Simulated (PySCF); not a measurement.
## Calculated data, CH₆BNSi, C₂H₈BN, B₂H₄N₂, ClF₂Si and others

All values are calculated (PySCF 2.14.0). Calculation on a computer-drawn molecule: optimised geometry and harmonic frequencies of an isolated molecule of the commonest isotopes, restricted reference for singlets and unrestricted otherwise, frozen core in MP2.

Common to all runs: multiplicity 1.

```yaml
- entry: 1
  formula: CH6BNSi
  start_structure:
    atoms_angstrom:
      - ["N", -1.7142, -1.8027, 0.0931]
      - [B, -2.18, -0.7011, 0.1512]
      - [C, -2.8149, 0.7072, 0.3048]
      - [Si, -1.5341, 1.9537, 1.085]
      - [H, -1.3595, -2.7149, -0.1131]
      - [H, -3.1071, 1.1026, -0.6222]
      - [H, -3.6406, 0.6842, 0.8865]
      - [H, -2.2572, 3.2962, 1.2978]
      - [H, -0.3793, 2.1127, 0.2594]
      - [H, -1.1524, 1.4454, 2.5317]
  given:
    charge: 0
    method: HF
    basis: "cc-pV(D+d)Z"
    drawn_bonds_atom: [1, 2, 3, 1, 3, 3, 4, 4, 4]
    drawn_bonds_other_atom: [2, 3, 4, 5, 6, 7, 8, 9, 10]
    drawn_bonds_order: [2, 1, 1, 1, 1, 1, 1, 1, 1]
  results:
    optimised_atom_element: ["N", B, C, Si, H, H, H, H, H, H]
    "optimised_atom_x [angstrom]": [-1.717, -2.198, -2.774, -1.574, -1.346, -3.078, -3.675, -2.237, -0.3647, -1.175]
    "optimised_atom_y [angstrom]": [-1.822, -0.6988, 0.725, 1.954, -2.726, 1.117, 0.6706, 3.273, 2.106, 1.485]
    "optimised_atom_z [angstrom]": [0.01774, 0.1523, 0.3354, 1.129, -0.09583, -0.6403, 0.954, 1.258, 0.2888, 2.475]
    "modes_frequency [cm^-1]": [135.4, 136.2, 359.8, 458.0, 470.9, 492.6, 538.6, 614.6, 785.6, 874.8, 892.0, 1024, 1031, 1035, 1146, 1220, 1508, 2115, 2307, 2314, 2321, 3184, 3234, 4100]
    "modes_reduced_mass [dalton]": [3.929, 1.148, 2.293, 2.369, 1.548, 1.185, 1.155, 1.809, 2.225, 1.649, 2.538, 1.098, 1.044, 1.036, 1.094, 1.653, 1.092, 7.846, 1.049, 1.051, 1.022, 1.06, 1.101, 1.102]
    "rotational_constants [GHz]": [18.47, 2.609, 2.383]
    "total_energy [hartree]": -409.4611
    "convergence_status_largest_gradient_component [hartree/bohr]": 2.762e-05
- entry: 2
  formula: C2H8BN
  start_structure:
    atoms_angstrom:
      - [C, -0.9671, -1.047, 1.0251]
      - [B, -0.6918, 0.4992, 1.2029]
      - [C, -0.8266, 1.1806, 2.6325]
      - ["N", -0.2359, 1.2562, 0.1247]
      - [H, -0.403, -1.6296, 1.7306]
      - [H, -0.7873, -1.3253, 0.0118]
      - [H, -2.0821, -1.2594, 1.2454]
      - [H, -0.6575, 2.2757, 2.6041]
      - [H, -1.8206, 1.1302, 3.0221]
      - [H, -0.2082, 0.802, 3.3713]
      - [H, -0.0712, 0.9494, -0.793]
      - [H, 0.0145, 2.2256, 0.1856]
  given:
    charge: 0
    method: HF
    basis: cc-pVDZ
    drawn_bonds_atom: [1, 2, 2, 1, 1, 1, 3, 3, 3, 4, 4]
    drawn_bonds_other_atom: [2, 3, 4, 5, 6, 7, 8, 9, 10, 11, 12]
    drawn_bonds_order: [1, 1, 1, 1, 1, 1, 1, 1, 1, 1, 1]
  results:
    optimised_atom_element: [C, B, C, "N", H, H, H, H, H, H, H, H]
    "optimised_atom_x [angstrom]": [-0.9887, -0.6649, -0.8493, -0.2162, -0.3859, -0.8124, -2.035, -0.6225, -1.876, -0.2045, -0.08035, -0.0002547]
    "optimised_atom_y [angstrom]": [-1.02, 0.5289, 1.222, 1.283, -1.624, -1.392, -1.225, 2.292, 1.096, 0.7414, 0.8987, 2.256]
    "optimised_atom_z [angstrom]": [1.024, 1.208, 2.631, 0.1172, 1.711, 0.01002, 1.277, 2.636, 2.991, 3.376, -0.7943, 0.1773]
    "modes_frequency [cm^-1]": [59.08, 124.8, 321.4, 385.1, 412.6, 536.0, 619.2, 738.1, 858.0, 868.2, 939.3, 984.9, 1027, 1277, 1394, 1459, 1461, 1556, 1557, 1573, 1581, 1755, 3151, 3156, 3210, 3216, 3225, 3227, 3814, 3917]
    "modes_reduced_mass [dalton]": [1.016, 1.087, 2.146, 2.188, 1.707, 1.318, 1.015, 3.434, 1.325, 1.214, 1.495, 1.495, 1.977, 2.154, 1.996, 1.562, 1.618, 1.053, 1.048, 1.047, 1.128, 1.234, 1.039, 1.039, 1.098, 1.097, 1.102, 1.101, 1.051, 1.098]
    "rotational_constants [GHz]": [8.179, 7.321, 4.055]
    "total_energy [hartree]": -159.6047
    "convergence_status_largest_gradient_component [hartree/bohr]": 2.054e-05
- entry: 3
  formula: B2H4N2
  start_structure:
    atoms_angstrom:
      - [B, -2.655, -0.22, 2.4048]
      - ["N", -1.524, 0.0352, 2.0455]
      - [B, -0.1882, 0.0878, 1.6514]
      - ["N", 0.201, -0.2805, 0.3568]
      - [H, -3.7536, -0.3166, 2.7908]
      - [H, 0.5364, 0.6669, 2.284]
      - [H, -0.3988, -0.7143, -0.2315]
      - [H, 1.1665, -0.1628, 0.0648]
  given:
    charge: 0
    method: HF
    basis: cc-pVDZ
    drawn_bonds_atom: [1, 2, 3, 1, 3, 4, 4]
    drawn_bonds_other_atom: [2, 3, 4, 5, 6, 7, 8]
    drawn_bonds_order: [2, 1, 1, 1, 1, 1, 1]
  results:
    optimised_atom_element: [B, "N", B, "N", H, H, H, H]
    "optimised_atom_x [angstrom]": [-2.71, -1.557, -0.1983, 0.2417, -3.806, 0.5885, -0.3569, 1.182]
    "optimised_atom_y [angstrom]": [-0.1841, -0.05141, 0.1413, -0.2815, -0.313, 0.6753, -0.7321, -0.1588]
    "optimised_atom_z [angstrom]": [2.449, 2.024, 1.61, 0.3536, 2.846, 2.346, -0.3068, 0.04431]
    "modes_frequency [cm^-1]": [180.2, 199.8, 477.4, 484.8, 668.8, 811.7, 830.1, 876.7, 985.0, 1071, 1219, 1431, 1741, 2045, 2686, 2988, 3822, 3934]
    "modes_reduced_mass [dalton]": [3.189, 2.859, 1.226, 3.087, 1.268, 1.347, 1.356, 2.163, 1.424, 1.442, 1.827, 2.919, 1.243, 5.213, 1.095, 1.206, 1.051, 1.099]
    "rotational_constants [GHz]": [46.51, 4.493, 4.097]
    "total_energy [hartree]": -160.6973
    "convergence_status_largest_gradient_component [hartree/bohr]": 3.127e-05
- entry: 4
  formula: ClF2Si
  start_structure:
    atoms_angstrom:
      - [F, 0.1431, -3.5573, -0.1977]
      - [Si, -0.3154, -2.1033, -0.3825]
      - [F, 0.644, -1.2027, -1.1743]
      - [Cl, -1.9736, -1.4561, 0.3273]
  given:
    charge: 1
    method: MP2
    basis: "cc-pV(D+d)Z"
    drawn_bonds_atom: [1, 2, 2]
    drawn_bonds_other_atom: [2, 3, 4]
    drawn_bonds_order: [1, 1, 1]
  results:
    optimised_atom_element: [F, Si, F, Cl]
    "optimised_atom_x [angstrom]": [0.145, -0.3165, 0.6559, -1.986]
    "optimised_atom_y [angstrom]": [-3.584, -2.103, -1.182, -1.451]
    "optimised_atom_z [angstrom]": [-0.1908, -0.3821, -1.187, 0.3327]
    "modes_frequency [cm^-1]": [232.6, 295.8, 320.2, 631.3, 1001, 1105]
    "modes_reduced_mass [dalton]": [23.05, 21.14, 25.23, 25.32, 23.16, 22.65]
    "rotational_constants [GHz]": [7.576, 3.523, 2.405]
    "total_energy [hartree]": -947.7351
    "convergence_status_largest_gradient_component [hartree/bohr]": 2.725e-05
- entry: 5
  formula: FH2Si
  start_structure:
    atoms_angstrom:
      - [F, -3.3528, -2.3176, 0.1602]
      - [Si, -2.0953, -1.3987, 1.0061]
      - [H, -1.9774, -2.3206, 2.187]
      - [H, -1.0112, -1.9178, 0.1324]
  given:
    charge: -1
    method: HF
    basis: "aug-cc-pV(D+d)Z"
    drawn_bonds_atom: [1, 2, 2]
    drawn_bonds_other_atom: [2, 3, 4]
    drawn_bonds_order: [1, 1, 1]
  results:
    optimised_atom_element: [F, Si, H, H]
    "optimised_atom_x [angstrom]": [-3.379, -2.164, -1.942, -0.9519]
    "optimised_atom_y [angstrom]": [-2.297, -1.394, -2.334, -1.929]
    "optimised_atom_z [angstrom]": [0.1809, 0.9647, 2.171, 0.1692]
    "modes_frequency [cm^-1]": [676.7, 798.9, 868.3, 1030, 1907, 1935]
    "modes_reduced_mass [dalton]": [20.22, 1.091, 1.122, 1.057, 1.047, 1.034]
    "rotational_constants [GHz]": [111.4, 13.84, 13.6]
    "total_energy [hartree]": -389.5775
    "convergence_status_largest_gradient_component [hartree/bohr]": 9.091e-06
```
